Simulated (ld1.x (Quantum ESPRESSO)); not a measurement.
**What the settings do to the TM semilocal potential of Au (Z = 79)**

Base potential:

* Element: Au
* Generator: ld1.x (Quantum ESPRESSO) 7.5
* Type: norm-conserving Troullier–Martins (semilocal form)
* Functional: LDA (PZ)
* Relativity: scalar-relativistic
* Frozen core: [Kr] 4d10 4f14 5s2
* Valence charge: 17
* Reference configuration: 5p6 5d10 6s1 6p0
* Partial waves: 5p (bound): rc 1.40 bohr; 5d (bound): rc 1.35 bohr; 6s (bound): rc 1.90 bohr
* Local potential: the s channel
* Core correction: none

All-electron outer shells of the reference configuration (LDA (PZ), scalar-relativistic, ld1.x):

```tsv
shell	level (eV)	outermost node (bohr)	outermost maximum (bohr)
5s	-108.78	0.48	0.84
4f	-81.59	–	0.37
5p	-60.06	0.52	0.96
5d	-7.12	0.56	1.21
6s	-6.09	1.11	2.32
6p	-0.89	1.32	3.51
```

Cutoffs, loose and tight: the cutoffs (Ry, on a coarse ladder) from which the occupation-weighted sum of valence levels, in a spherical-Bessel basis at the reference potential, stays within 10 and 1 mRy of its value at 400 Ry. They do not see the model core or the augmentation charge, which bear on the density cutoff. Test errors are all-electron minus pseudo excitation energies from the reference, over the configurations 5p6 5d10 6s0 6p0; 5p6 5d9 6s0 6p0; 5p6 5d8 6s0 6p0; 5p6 5d10 6s0.5 6p0; 5p5 5d10 6s1 6p0; 5p6 5d7 6s0 6p0; 5p6 5d10 6s0 6p1 (two spin-polarised tests are not counted in the largest error). A dash means not determined; rows that change the core or the reference have their own tests.

In the semilocal form every listed channel keeps its own potential, so the choice of the local channel does not act on these tests. It acts once the file is put into the separable form.

A semilocal file is local in each channel, so a ghost entry of none says nothing of the separable form that plane-wave codes build from it.

On the changes marked as counting shells twice: ld1.x takes every shell without a wave as core, so the model core holds the marked electrons as well and exchange and correlation see them twice. This cancels in the reference configuration, but the file is broken for other ones, and its errors say nothing about a proper core correction.

```tsv
change	outcome	cutoff, loose	cutoff, tight	bound ghosts	largest test error (meV)
base	generated	90 Ry	120 Ry	none	-104
functional PBE	generated	90 Ry	120 Ry	none	-105
wave 5d (bound): rc 1.35 bohr becomes 5d (bound): rc 1.92 bohr	generated	90 Ry	120 Ry	none	-100
core correction a·sin(br)/r model core inside 0.72 bohr	generated	90 Ry	120 Ry	none	-124
local potential the p channel	generated	90 Ry	120 Ry	none	-104
core [Kr] 4d10 4f14, valence charge 19; reference 5s2 5p6 5d10 6s0.5 6p0; waves now 5s (bound): rc 1.65 bohr; 5d (bound): rc 1.70 bohr; 5p (bound): rc 1.05 bohr; local potential the p channel; core correction Bessel-smoothed model core inside 0.65 bohr (6s counted twice)	generated, misses its reference levels by 5.86 eV	140 Ry	230 Ry	none	no test is counted, since the test run did not reproduce the reference configuration
wave 6s (bound): rc 1.90 bohr becomes 6s (bound): rc 1.96 bohr	generated	90 Ry	120 Ry	none	-111
reference 5p6 5d10 6s0.5 6p0	generated	90 Ry	120 Ry	none	+89
core correction a·sin(br)/r model core inside 1.48 bohr	generated	90 Ry	120 Ry	none	-108
```

Task: What comes out with this change to the base: type RRKJ, which also changes the form from semilocal to separable; rho0 0.02?

Result: outcome: generated; cutoff, loose: 90 Ry; cutoff, tight: 160 Ry; bound ghosts: none; largest test error (meV): -463.

Task: What comes out with this change to the base: wave 5p (bound): rc 1.40 bohr becomes 5p (bound): rc 1.94 bohr?

Result: outcome: generated; cutoff, loose: 60 Ry; cutoff, tight: 90 Ry; bound ghosts: none; largest test error (meV): +281.

Task: What comes out with this change to the base: all radii scaled by about 1.14 (s 2.16, p 1.60, d 1.54 bohr)?

Result: outcome: generated; cutoff, loose: 55 Ry; cutoff, tight: 80 Ry; bound ghosts: none; largest test error (meV): +150.
